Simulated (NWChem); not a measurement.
[F][In]([F])[F] (InF₃), optimised at PBE0/def2-SVP with NWChem:

| Item | Result |
|---|---|
| highest occupied level (eV) | -10.85 |
| orbital gap (eV) | 7.49 |
| dipole (D) | 0.00 |

For one or both, no frequency run checked for a minimum. def2 effective core potentials on In; no spin-orbit coupling.

### Question
One In atom is replaced by Ga, giving [F][Ga]([F])[F] (GaF3), optimised at the same level. How do these values move?

### Answer
```json
[
 {"quantity": "highest occupied level (eV)", "new value": "-11.50", "change": "-0.65"},
 {"quantity": "orbital gap (eV)", "new value": "9.22", "change": "+1.73"},
 {"quantity": "dipole (D)", "new value": "0.00", "change": "0.00"}
]
```
